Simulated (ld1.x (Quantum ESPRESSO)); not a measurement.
**gadolinium: variants of one PAW potential**

Base potential:

gadolinium (Gd), PAW, made with ld1.x (Quantum ESPRESSO) 7.5 (PBE, scalar-relativistic). Core [Kr], reference 4d10 4f7 5s2 5p6 5d1 6s1 6p0 (charge +1). Waves: 5s (bound): rcut 1.70, rcutus 2.20 bohr; 6s (bound): rcut 1.70, rcutus 2.20 bohr; 5p (bound): rcut 2.05, rcutus 2.45 bohr; 6p (bound, empty): rcut 2.05, rcutus 2.45 bohr; 4d (bound): rcut 0.90, rcutus 1.10 bohr; 5d (bound): rcut 0.90, rcutus 1.10 bohr; 4f (bound): rcut 0.95, rcutus 1.15 bohr; 4f channel at -0.5 Ry: rcut 0.95, rcutus 1.15 bohr. Local part: all-electron potential smoothed inside 0.90 bohr (lloc = -2). Core correction: a·sin(br)/r model core, default radius (ld1.x builds one for every PAW set, though the input has nlcc=.false.). Augmentation charge: PSQ, inside the norm-conserving radii.

All-electron outer shells of the reference configuration (PBE, scalar-relativistic, ld1.x):

```tsv
shell	level (eV)	outermost node (bohr)	outermost maximum (bohr)
4s	-375.78	0.29	0.52
4p	-282.73	0.29	0.54
4d	-154.06	0.27	0.56
5s	-56.08	0.65	1.20
5p	-33.60	0.70	1.35
4f	-15.03	–	0.56
6s	-9.28	1.60	3.21
5d	-8.40	0.79	1.92
6p	-5.73	1.90	4.07
```

Cutoffs, loose and tight: the cutoffs (Ry, on a coarse ladder) from which the occupation-weighted sum of valence levels, in a spherical-Bessel basis at the reference potential, stays within 10 and 1 mRy of its value at 400 Ry. They do not see the model core or the augmentation charge, which bear on the density cutoff. Test errors are all-electron minus pseudo excitation energies from the reference, over the configurations 4d10 4f7 5s2 5p6 5d1 6s2 6p0; 4d10 4f7 5s2 5p6 5d1 6s0 6p0; 4d10 4f7 5s2 5p6 5d0 6s0 6p0; 4d10 4f6 5s2 5p6 5d0 6s0 6p0; 4d10 4f7 5s2 5p6 5d0 6s2 6p1; 4d10 4f7 5s2 5p6 5d1 6s1 6p1; 4d10 4f7 5s2 5p6 5d1 6s0 6p1. A dash means not determined; rows that change the core or the reference have their own tests. The largest error is taken over the tests solved by every variant that gives reliable tests at all: 4d10 4f7 5s2 5p6 5d0 6s0 6p0; 4d10 4f7 5s2 5p6 5d1 6s0 6p0; 4d10 4f7 5s2 5p6 5d1 6s2 6p0.

A true bound ghost makes a file unfit for plane-wave use even where its test errors are small: the radial tests pick states by their node count and pass the ghost by.

Cutoffs are not given where the Bessel-basis levels miss the radial ones by over 6 mRy, ghosts where they miss by over 20 mRy; a channel whose overlap is not positive is not tested.

A file whose overlap is not positive is unfit for use, and its test errors describe a broken file.

```tsv
change	outcome	cutoff, loose	cutoff, tight	bound ghosts	largest test error (meV)
base	generated, overlap not positive	–	–	s (p not tested, overlap not positive)	-118
local potential all-electron potential smoothed inside 1.34 bohr (lloc = -2)	generated, overlap not positive	–	–	not determined (overlap not positive)	-4.0
local potential all-electron potential smoothed inside 1.52 bohr (lloc = -2)	generated	160 Ry	260 Ry	none	-5.5
local potential all-electron potential smoothed inside 1.84 bohr (lloc = -2)	generated, overlap not positive	–	–	not determined (overlap not positive)	-5.4
local potential all-electron potential smoothed inside 2.24 bohr (lloc = -2)	generated	160 Ry	260 Ry	none	-6.4
local potential all-electron potential smoothed inside 2.58 bohr (lloc = -2)	generated	160 Ry	260 Ry	none	-6.6
local potential all-electron potential smoothed inside 2.78 bohr (lloc = -2)	generated	160 Ry	260 Ry	none	-6.8
```

(1) What comes out with this change to the base: local potential all-electron potential smoothed inside 1.06 bohr (lloc = -2)?

Answers

(1) outcome: generated, overlap not positive; bound ghosts: s (p not tested, overlap not positive); largest test error (meV): -3.7. A file whose overlap is not positive is unfit for use, and its test errors describe a broken file.

Reading the sweep of the rcloc (base included, trends over the rows without a ghost): The loose cutoff stays near 160 Ry. Bound ghosts are found at 0.9, 1.06 bohr.
